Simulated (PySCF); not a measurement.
BiF: one state, many levels of theory

State: ³Σ⁻ (triplet), unpaired electrons π ↑↑. Set-up: PySCF, scalar-relativistic core potentials, basis sets Bi aug-cc-pVDZ-PP with ECP60, F aug-cc-pVDZ. De refers to Bi + F in their high-spin ground configurations, without counterpoise correction. The functionals are run spin-unrestricted. A positive dipole means Bi(−)F(+).

```json
{"Level": "UHF", "Re (Å)": "2.034", "ωe (cm⁻¹)": "571", "De (eV)": "1.76", "μ (D)": "-3.76"}
{"Level": "UHF-MP2", "Re (Å)": "2.057", "ωe (cm⁻¹)": "547", "De (eV)": "3.87", "μ (D)": "n/a"}
{"Level": "UHF-SCS-MP2", "Re (Å)": "2.060", "ωe (cm⁻¹)": "543", "De (eV)": "3.73", "μ (D)": "n/a"}
{"Level": "PBE", "Re (Å)": "2.081", "ωe (cm⁻¹)": "519", "De (eV)": "4.24", "μ (D)": "-3.21"}
{"Level": "PW91", "Re (Å)": "2.080", "ωe (cm⁻¹)": "520", "De (eV)": "4.28", "μ (D)": "-3.23"}
{"Level": "r²SCAN", "Re (Å)": "2.059", "ωe (cm⁻¹)": "542", "De (eV)": "3.89", "μ (D)": "-3.23"}
{"Level": "M06-L", "Re (Å)": "2.071", "ωe (cm⁻¹)": "533", "De (eV)": "4.18", "μ (D)": "-3.22"}
{"Level": "PBE0", "Re (Å)": "2.054", "ωe (cm⁻¹)": "547", "De (eV)": "3.76", "μ (D)": "-3.37"}
{"Level": "B97-3", "Re (Å)": "2.066", "ωe (cm⁻¹)": "534", "De (eV)": "3.87", "μ (D)": "-3.46"}
{"Level": "CAM-B3LYP", "Re (Å)": "2.054", "ωe (cm⁻¹)": "550", "De (eV)": "3.96", "μ (D)": "-3.50"}
```

Q: What does a quarter of exact exchange do here, going from PBE to PBE0?

A: PBE0 less PBE: -2.7 pm in Re, +5.4 % in ωe, -0.48 eV in De. Exact exchange removes part of the self-interaction that spreads semilocal densities, and in most molecules shortens and stiffens the bond and lowers De; so it does here.

Correlated steps freeze 5 core orbitals. Correlated levels converge slowly with the basis: in double zeta they bind strong bonds too weakly, by up to about 1 eV, and carry superposition errors of some tenths. Spin–orbit coupling is left out, which matters for elements this heavy, above all for dissociation energies. The state is the lowest determinant that a PBE0 search found; another state may lie lower at other levels.

The whole job (state search and all levels along the bond) took about 2.6 min on 1 thread of Arm Neoverse V1 (shared host), peak memory 0.77 GiB.
